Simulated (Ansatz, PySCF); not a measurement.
**Tl2S3 in two programs**

Tl2S3 (singlet), relaxed with PySCF 2.14.0, RKS TPSS, Tl def2-SVP with ECP60, S def2-SVP; non-relativistic Hamiltonian with scalar-relativistic core potentials where named; density fitting; no spin-orbit coupling:

```xyz
5

Tl   -0.0150    0.2749    1.9083
Tl   -0.0150    0.2749   -1.9083
S    -0.1010    1.8466    0.0000
S     0.0592   -1.0820    3.7375
S     0.0592   -1.0820   -3.7375
```

There the HOMO–LUMO gap is 1.86 eV. 

The same geometry by Ansatz 0.2.0 (PBE, PAW, a periodic box with 9 Å of vacuum):

```
spin-orbit coupling  gap (eV)  largest force component (eV/Å)
            without      1.74                            0.56
```

What does the run with spin-orbit coupling give?

gap (eV): 1.73, largest force component (eV/Å): 0.67. It took 16 s on 2 threads of Arm Neoverse V2 (shared host), peak memory 2.2 GiB.

The spin-orbit runs use fully relativistic datasets of their own, so changes of a few hundredths of an eV needn't come from the coupling.

No frequency check is given that shows the relaxed geometry to be a minimum.

The two programs differ in functional, so their gaps don't test each other.
